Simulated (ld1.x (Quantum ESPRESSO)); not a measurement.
What the settings do to the TM potential of Sn

Base potential:

tin (Sn), norm-conserving Troullier–Martins (Kleinman–Bylander form), made with ld1.x (Quantum ESPRESSO) 7.5 (LDA (PZ), scalar-relativistic). Core [Kr] 4d10, reference 5s2 5p2. Waves: 5p (bound): rc 2.60 bohr; 5s (bound): rc 1.70 bohr. Local part: the s channel. Core correction: Bessel-smoothed model core, default radius (core density twice the valence density).

Cutoffs, loose and tight: the cutoffs (Ry, on a coarse ladder) from which the occupation-weighted sum of valence levels, in a spherical-Bessel basis at the reference potential, stays within 10 and 1 mRy of its value at 400 Ry. They do not see the model core or the augmentation charge, which bear on the density cutoff. Test errors are all-electron minus pseudo excitation energies from the reference, over the configurations 5s2 5p1; 5s2 5p0; 5s1 5p0; 5s2 5p1.5; 5s0 5p4; 5s1 5p2; 5s2 5p2.3 (two spin-polarised tests are not counted in the largest error). A dash means not determined; rows that change the core or the reference have their own tests.

A true bound ghost makes a file unfit for plane-wave use even where its test errors are small: the radial tests pick states by their node count and pass the ghost by. Where a test does run into it, the solver fails or the error is huge.

The default core radius of the base comes out at 1.76 bohr.

| change | outcome | cutoff, loose | cutoff, tight | bound ghosts | largest test error (meV) |
| --- | --- | --- | --- | --- | --- |
| base | generated | 25 Ry | 55 Ry | none | -333 |
| core [Kr], valence charge 14; reference 4d10 5s2 5p1; waves now 5s (bound): rc 1.85 bohr; 5p (bound): rc 2.10 bohr; 4d (bound): rc 0.95 bohr; local potential the d channel; core correction Bessel-smoothed model core inside 0.75 bohr | generated | 120 Ry | 180 Ry | s, p | -219 |
| wave 5p (bound): rc 2.60 bohr becomes 5p (bound): rc 1.68 bohr | generated | 45 Ry | 100 Ry | p | -355 |
| wave 5s (bound): rc 1.70 bohr becomes 5s (bound): rc 1.12 bohr | failed: run_pseudo: Errors in PS-KS equation | – | – | – | – |
| type ultrasoft; waves now 5s (bound): rcut 1.50, rcutus 1.70 bohr; 5s channel at -0.3 Ry: rcut 1.50, rcutus 1.70 bohr; 5p (bound): rcut 2.25, rcutus 2.60 bohr; 5p channel at 4.25 Ry: rcut 2.25, rcutus 2.60 bohr; local potential all-electron potential smoothed inside 1.45 bohr (lloc = -1); augmentation PSQ, radius 1.45 bohr | failed: chargeps: negative rho | – | – | – | – |
| all radii but the core radius scaled by about 0.93 (s 1.58, p 2.42 bohr) | generated | 35 Ry | 90 Ry | none | -319 |
| core correction Bessel-smoothed model core inside 1.52 bohr | generated | 25 Ry | 55 Ry | none | -334 |
| functional PBE | generated | 25 Ry | 55 Ry | none | -337 |
| wave 5s (bound): rc 1.70 bohr becomes 5s (bound): rc 1.44 bohr | generated | 45 Ry | 160 Ry | none | -278 |
| core [Kr], valence charge 14; reference 4d10 5s1 5p0; waves now 5s (bound): rc 1.65 bohr; 5p (bound): rc 1.00 bohr; 4d (bound): rc 1.70 bohr; local potential all-electron potential smoothed inside 0.85 bohr (lloc = -1); core correction a·sin(br)/r model core, default radius (core density twice the valence density) | generated | 80 Ry | 120 Ry | p, s | 7 of 9 tests not solved or not reliable |
